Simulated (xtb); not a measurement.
HfI₄, singlet, at a GFN2-xTB geometry (such geometries of metal compounds can be far from the true shape). Base run: GFN2-xTB (xtb 6.7.1).

xtb was given this input:
```
$ xtb mol.xyz --gfn 2 --json

# file mol.xyz
5

Hf    -0.00000000     0.00000000    -0.00000000
I      2.15787916    -0.67548443    -1.60777706
I      0.88007107     0.43252268     2.59539358
I     -1.18880847     2.31130827    -0.97069936
I     -1.84914175    -2.06834653    -0.01691715
```

The base run was repeated with changes; each row names its change, and settings that it needs were set with it.

| change | ΔE vs base (kcal/mol) | HOMO-LUMO gap (eV) | G_solv (kcal/mol) | SCF cycles |
|---|---|---|---|---|
| base | 0.000 | 3.45 | - | 25 |
| alpb = chcl3 | -24.13 | 3.82 | -24.58 | 24 |
| alpb = dmf | -20.44 | 3.57 | -20.49 | 26 |
| gbsa = water | -11.56 | 3.75 | -11.86 | 29 |
| alpb = ether | -20.36 | 3.65 | -20.49 | 26 |
| etemp = 1000 | 0.000 | 3.45 | - | 24 |

ALPB and GBSA are two models with their own fitted parameters for each solvent, which aren't always the measured dielectric constant.
